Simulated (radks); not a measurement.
Os, 76 electrons, occupied as [Xe] 4f14 5d6 6s2. All-electron calculation, scalar-relativistic Kohn-Sham, PBEsol, spin-unpolarised, spherical densities, finite nucleus; Fermi nuclear charge, rms radius 5.4126 fm. Program: a radial shooting solver on a logarithmic mesh with Libxc functionals.

Local quantities along the radius. ELF = 1/(1 + alpha^2) is the electron localisation function; alpha = (tau - tau_W)/tau_unif compares the Pauli kinetic energy density with that of the uniform gas; r v_xc is r times the local exchange-correlation potential (hartree bohr); -r V(r) is the screened charge that the Kohn-Sham potential presents (atomic units). tau is taken from the large components.

r (bohr)	ELF	alpha	r v_xc	-r V(r)
0.0007769	1.000	0.02224	-0.1035	75.67
0.00107	0.999	0.02346	-0.1207	75.52
0.001473	0.999	0.02562	-0.1454	75.32
0.002029	0.999	0.02929	-0.1782	75.05
0.002794	0.999	0.03548	-0.2199	74.68
0.003879	0.998	0.04669	-0.2718	74.16
0.005342	0.995	0.06739	-0.3298	73.46
0.007356	0.988	0.1102	-0.3912	72.54
0.01013	0.958	0.2097	-0.4487	71.33
0.01395	0.824	0.4614	-0.4931	69.74
0.01921	0.493	1.014	-0.5220	67.69
0.02646	0.333	1.417	-0.5660	65.11
0.03644	0.528	0.9457	-0.6916	61.91
0.05018	0.736	0.5994	-0.8347	58.00
0.0691	0.624	0.7768	-0.8979	53.31
0.09516	0.348	1.370	-0.9121	47.84
0.1321	0.581	0.8498	-1.103	41.61
0.1819	0.702	0.6522	-1.219	35.05
0.2505	0.303	1.518	-1.106	28.23
0.345	0.531	0.9395	-1.303	21.55
0.4751	0.704	0.6490	-1.450	15.38
0.6543	0.421	1.173	-1.270	10.46
0.901	0.411	1.198	-1.178	6.889
1.241	0.591	0.8313	-1.160	4.332
1.709	0.395	1.238	-1.016	2.583
2.353	0.327	1.433	-0.9022	1.552
3.267	0.402	1.219	-0.7866	0.9737
4.499	0.304	1.512	-0.5439	0.5774
6.195	0.084	3.301	-0.3673	0.3703
8.532	0.005	14.55	-0.1865	0.1866

On this mesh the ELF has minima near r = 0.026, 0.095, 0.25, 0.77, 2.0 bohr, which separate the shells, and maxima near 0.050 (0.74), 0.16 (0.71), 0.48 (0.70), 1.2 (0.59), 3.3 (0.40).

Self-consistent cycle (total energy in hartree, residual of the potential): 1: -17239.44093, 8e+00; 2: -17245.05481, 3e+00; 3: -17245.81518, 8e-01; 4: -17245.75264, 5e-01; 5: -17245.78093, 4e-02; 6: -17245.78372, 2e-02; 7: -17245.78397, 1e-02; 8: -17245.78401, 5e-04; 9: -17245.78401, 3e-04; 10: -17245.78401, 8e-06; 11: -17245.78401, 7e-06; 12: -17245.78401, 2e-06; 13: -17245.78401, 2e-08; 14: -17245.78401, 9e-09.
